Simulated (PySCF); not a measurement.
A side-by-side comparison of computed properties.

First species: BH2(nPr), C₃H₉B.
Cartesian coordinates in Å at the PBE0-D3(BJ)/def2-SVP level; atoms count from 1:
```xyz
13
C3H9B angstrom
B      1.0230    1.6715    0.7393
H      2.2337    1.7171    0.7641
H      0.4194    2.7081    0.5620
C      0.2493    0.3184    0.8310
C     -0.0969   -0.1194   -0.6080
C     -0.8687   -1.4302   -0.6584
H     -0.6958    0.4328    1.3902
H      0.8357   -0.4799    1.3145
H      0.8288   -0.2217   -1.2012
H     -0.6852    0.6714   -1.1051
H     -1.8253   -1.3475   -0.1184
H     -1.0918   -1.7254   -1.6954
H     -0.2956   -2.2474   -0.1926
```

Second species: C6H9BO.
SMILES: `CB(C)c1ccco1`

Levels: CAM-B3LYP/def2-SVPD for HOMO energy, LUMO energy, HOMO–LUMO gap and static isotropic polarisability; TDDFT CAM-B3LYP/def2-SVPD for lowest singlet excitation. Geometries: PBE0-D3(BJ)/def2-SVP. All species are isolated and taken at one optimised geometry, non-relativistic unless stated. Electronic properties by PySCF.

The conformers computed, where there is a choice (atom-mapped SMILES and torsion angles):
- `[CH3:1][B:2]([CH3:3])[c:4]1[cH:5][cH:6][cH:7][o:8]1`: C1–B2–C4–C5 -175°

Values for the first species:

* HOMO energy: -10.18 eV
* LUMO energy: -0.23 eV
* HOMO–LUMO gap: 9.95 eV
* Lowest singlet excitation: 5.68 eV
* Static isotropic polarisability: 53.8 au

Problem. Estimate the same properties for the second species, and the change in each.

Solution. 
```csv
property,first,second,second less first
HOMO energy,-10.18 eV,-8.12 eV,+2.06 eV
LUMO energy,-0.23 eV,-0.22 eV,+0.01 eV
HOMO–LUMO gap,9.95 eV,7.90 eV,-2.05 eV
lowest singlet excitation,5.68 eV,5.16 eV,-0.52 eV
static isotropic polarisability,53.8 au,89.4 au,+35.6 au
```

On the first: No computed singlet falls in the visible range (750 to 380 nm, 1.65 to 3.26 eV); S1 lies 2.42 eV above its blue end. The principal polarisabilities are 48.5, 49.9 and 63.0 au; their mean is the isotropic value.

On the second: The polarisability is 13.24 Å³ as a volume (1 au = 0.148185 Å³), or 1.54 au for each of the 58 electrons. No computed singlet falls in the visible range (750 to 380 nm, 1.65 to 3.26 eV); S1 lies 1.90 eV above its blue end.
